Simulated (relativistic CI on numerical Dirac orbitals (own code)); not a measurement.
# Level scheme of Ho⁶⁴⁺

Method of calculation: Dirac-Coulomb-Breit CI, orbitals from a KLI potential per configuration, model QED (radiative potential, 1s self-energy scaled to tabulated hydrogen-like ionisation energies), unscaled Slater integrals (own radial code, finite nucleus).

CI space (outside the closed core 1s2): 2s, 2p, 3s, 3p, 3d, 4s, 4p, 4d, 4f, 5s, 5p, 5d, 5f, 5g, 6s, 6p, 6d. Levels of other configurations are missing.

The lowest level is 2s ²S1/2, with 100 % of that term; Hund's rules for 2s give ²S with J = 1/2, in agreement.

| No. | Configuration | Term | J | E (eV) | % | Landé g | jj configuration (%) |
| --- | --- | --- | --- | --- | --- | --- | --- |
| 1 | 2s | ²S | 1/2 | 0.0 | 100 | 1.961 | 2s (100) |
| 2 | 2p | ²P° | 1/2 | 165.1 | 100 | 0.625 | 2p1/2 (100) |
| 3 | 2p | ²P° | 3/2 | 1126.6 | 100 | 1.303 | 2p3/2 (100) |
| 4 | 3s | ²S | 1/2 | 8890.5 | 100 | 1.984 | 3s (100) |
| 5 | 3p | ²P° | 1/2 | 8935.4 | 100 | 0.648 | 3p1/2 (100) |
| 6 | 3p | ²P° | 3/2 | 9221.8 | 100 | 1.320 | 3p3/2 (100) |
| 7 | 3d | ²D | 3/2 | 9233.6 | 100 | 0.786 | 3d3/2 (100) |
| 8 | 3d | ²D | 5/2 | 9316.8 | 100 | 1.188 | 3d5/2 (100) |
| 9 | 4s | ²S | 1/2 | 11943.2 | 100 | 1.992 | 4s (100) |
| 10 | 4p | ²P° | 1/2 | 11961.4 | 100 | 0.656 | 4p1/2 (100) |
| 11 | 4p | ²P° | 3/2 | 12081.6 | 100 | 1.326 | 4p3/2 (100) |
| 12 | 4d | ²D | 3/2 | 12086.6 | 100 | 0.792 | 4d3/2 (100) |
| 13 | 4d | ²D | 5/2 | 12121.9 | 100 | 1.193 | 4d5/2 (100) |
| 14 | 4f | ²F° | 5/2 | 12122.1 | 100 | 0.850 | 4f5/2 (100) |
| 15 | 4f | ²F° | 7/2 | 12139.2 | 100 | 1.136 | 4f7/2 (100) |
| 16 | 5s | ²S | 1/2 | 13335.0 | 100 | 1.996 | 5s (100) |
| 17 | 5p | ²P° | 1/2 | 13344.2 | 100 | 0.660 | 5p1/2 (100) |
| 18 | 5p | ²P° | 3/2 | 13405.4 | 100 | 1.329 | 5p3/2 (100) |
| 19 | 5d | ²D | 3/2 | 13407.9 | 100 | 0.795 | 5d3/2 (100) |
| 20 | 5d | ²D | 5/2 | 13426.0 | 100 | 1.196 | 5d5/2 (100) |
| 21 | 5f | ²F° | 5/2 | 13426.1 | 100 | 0.852 | 5f5/2 (100) |
| 22 | 5g | ²G | 7/2 | 13434.9 | 100 | 0.884 | 5g7/2 (100) |
| 23 | 5f | ²F° | 7/2 | 13434.9 | 100 | 1.139 | 5f7/2 (100) |
| 24 | 5g | ²G | 9/2 | 13440.1 | 100 | 1.107 | 5g9/2 (100) |
| 25 | 6s | ²S | 1/2 | 14082.8 | 100 | 1.998 | 6s (100) |
| 26 | 6p | ²P° | 1/2 | 14088.0 | 100 | 0.662 | 6p1/2 (100) |
| 27 | 6p | ²P° | 3/2 | 14123.3 | 100 | 1.331 | 6p3/2 (100) |
| 28 | 6d | ²D | 3/2 | 14124.7 | 100 | 0.796 | 6d3/2 (100) |
| 29 | 6d | ²D | 5/2 | 14135.2 | 100 | 1.197 | 6d5/2 (100) |

Energies count from the lowest computed level; ° marks odd parity. Filled j subshells are mostly left out of the jj labels.

The mean weight of the leading LS term, summed over parents, in these 29 levels is 100 %, and that of the leading jj configuration (from the same eigenvectors) 100 %.

At this charge energies of transitions that change n are usually good to better than 1 %, and those within a shell (Δn = 0) to a few per cent.
